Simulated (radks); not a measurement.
The numbers below are computed, except where a source is named.
Neutral scandium inside a hard spherical wall (all orbitals vanish at R), configuration held at [Ar] 3d1 4s2 and not refilled when levels cross. Level of theory: scalar-relativistic Kohn-Sham, PBEsol, spin-unpolarised, spherical densities, finite nucleus; Fermi nuclear charge, rms radius 3.5459 fm (a radial shooting solver on a logarithmic mesh with Libxc functionals). Eigenvalues in eV, with the zero of energy where the potential of the charges vanishes at infinity; a dash marks a level that is unbound or too diffuse for the functional's potential to be trusted. A positive occupied level is held by the wall or, in an anion where self-interaction has pushed it up, behind a barrier. The pressure on the wall is -dE/dV.

[
 {"R (bohr)": "free", "E (hartree)": "-763.14406", "kinetic (hartree)": "768.829", "e(3s)": "-54.876", "e(3p)": "-33.548", "e(4s)": "-4.188", "e(3d)": "-3.246", "e(4p, empty)": "-1.450", "e(5s, empty)": "-", "pressure (GPa)": "0"},
 {"R (bohr)": "20", "E (hartree)": "-763.14406", "kinetic (hartree)": "768.829", "e(3s)": "-54.876", "e(3p)": "-33.548", "e(4s)": "-4.188", "e(3d)": "-3.246", "e(4p, empty)": "-1.450", "e(5s, empty)": "-", "pressure (GPa)": "< 0.0001"},
 {"R (bohr)": "15", "E (hartree)": "-763.14406", "kinetic (hartree)": "768.829", "e(3s)": "-54.875", "e(3p)": "-33.547", "e(4s)": "-4.188", "e(3d)": "-3.245", "e(4p, empty)": "-1.444", "e(5s, empty)": "0.356", "pressure (GPa)": "< 0.0001"},
 {"R (bohr)": "6", "E (hartree)": "-763.06675", "kinetic (hartree)": "769.211", "e(3s)": "-52.757", "e(3p)": "-31.462", "e(4s)": "-2.155", "e(3d)": "-1.343", "e(4p, empty)": "1.786", "e(5s, empty)": "14.596", "pressure (GPa)": "5.05"},
 {"R (bohr)": "5", "E (hartree)": "-762.93003", "kinetic (hartree)": "769.716", "e(3s)": "-50.813", "e(3p)": "-29.569", "e(4s)": "0.459", "e(3d)": "0.479", "e(4p, empty)": "5.385", "e(5s, empty)": "26.317", "pressure (GPa)": "20.8"},
 {"R (bohr)": "2.5", "E (hartree)": "-758.32579", "kinetic (hartree)": "784.040", "e(3s)": "-29.789", "e(3p)": "-8.308", "e(4s)": "60.795", "e(3d)": "25.276", "e(4p, empty)": "73.944", "e(5s, empty)": "198.85", "pressure (GPa)": "3000"},
 {"R (bohr)": "2", "E (hartree)": "-751.17573", "kinetic (hartree)": "804.470", "e(3s)": "-9.197", "e(3p)": "13.928", "e(4s)": "134.21", "e(3d)": "50.474", "e(4p, empty)": "148.97", "e(5s, empty)": "364.98", "pressure (GPa)": "13900"}
]
